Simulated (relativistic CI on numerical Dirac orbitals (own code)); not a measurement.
**Ligand-field terms of d4**

Computed with a parametric ligand-field model of a d^n configuration (Racah B and C, spin-orbit zeta, crystal field), exact diagonalisation.

Field parameters in Wybourne normalisation: Oh B⁴₀ = 21Dq, B⁴₄ = √(5/14) B⁴₀. The field is a parameter set, without covalency.

Question: A d4 ion in Oh symmetry has the ground term 3T1 and bands at 5E 713 cm⁻¹, 1T2 12490 cm⁻¹ (801 nm), 1E 13914 cm⁻¹ (719 nm), 3E 23600 cm⁻¹ (424 nm), 3T1 24764 cm⁻¹ (404 nm), 3T2 25855 cm⁻¹ (387 nm), 3A1 27603 cm⁻¹ (362 nm). Which parameters reproduce them?

Answer: B = 1010, C = 4450, ζ = 0 cm⁻¹, Oh, 10Dq = 27350 cm⁻¹.

Question: Ground term and bands for B = 970, C = 4230, ζ = 0 cm⁻¹, Oh, 10Dq = 9150 cm⁻¹?

Answer: Ground term 5E with 1.00 electrons in the two orbitals of the cubic e set. Spin-allowed: 5T2 9150 cm⁻¹ (1093 nm). Lowest spin-forbidden: 3T1 15001 cm⁻¹ (667 nm), 3E 21565 cm⁻¹ (464 nm), 3T1 22855 cm⁻¹ (438 nm).

Question: Ground term and bands for B = 320, C = 1280, ζ = 0 cm⁻¹, Oh, 10Dq = 6550 cm⁻¹?

Answer: Ground term 5E with 1.00 electrons in the two orbitals of the cubic e set. Spin-allowed: 5T2 6550 cm⁻¹ (1527 nm). Lowest spin-forbidden: 3T1 1185 cm⁻¹, 1T2 4778 cm⁻¹ (2093 nm), 1E 5234 cm⁻¹ (1911 nm).

Question: Ground term and bands for B = 570, C = 2470, ζ = 0 cm⁻¹, Oh, 10Dq = 13250 cm⁻¹?

Answer: Ground term 5E with 1.00 electrons in the two orbitals of the cubic e set. Spin-allowed: 5T2 13250 cm⁻¹ (755 nm). Lowest spin-forbidden: 3T1 1494 cm⁻¹, 1T2 8366 cm⁻¹ (1195 nm), 1E 9163 cm⁻¹ (1091 nm).

Question: Ground term and bands for B = 930, C = 3930, ζ = 0 cm⁻¹, Oh, 10Dq = 33900 cm⁻¹?

Answer: Ground term 3T1 with 0.03 electrons in the two orbitals of the cubic e set. Spin-allowed: 3E 30331 cm⁻¹ (330 nm), 3T1 31325 cm⁻¹ (319 nm), 3T2 32376 cm⁻¹ (309 nm), 3A1 33975 cm⁻¹ (294 nm). Lowest spin-forbidden: 5E 9885 cm⁻¹ (1012 nm), 1T2 11449 cm⁻¹ (873 nm), 1E 12755 cm⁻¹ (784 nm).
